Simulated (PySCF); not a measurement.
C₆H₄N₂OSe, SMILES c1c[se]c(-c2nnco2)c1. Geometry optimised at PBE-D3(BJ)/def2-SVP. The structure was generated by enumeration, and PubChem lists no compound with its InChIKey, so it may never have been made. The values are those of a single conformer.

Problem. Give the equilibrium geometry at PBE-D3(BJ)/def2-SVP (PySCF confirms it by a frequency run) as a Z-matrix, and its point group. (Estimate from the structure and the level; the computed values follow.)

Solution. This is not unique; one that fits is point group Cs.
```
C
C 1 1.3884
H 2 1.0990 1 121.00
C 2 1.4249 3 124.34 1 180.00
C 4 1.3815 2 114.84 3 -180.00
H 5 1.0972 4 127.61 2 -180.00
H 4 1.0996 5 122.31 6 0.00
C 1 1.4408 2 126.27 3 0.00
N 8 1.3165 1 128.59 2 0.00
O 8 1.3742 9 111.90 1 180.00
C 10 1.3645 8 102.12 9 0.00
N 11 1.3022 10 112.96 8 0.00
H 11 1.0953 12 128.96 9 180.00
Se 5 1.8670 6 120.27 4 -180.00
```
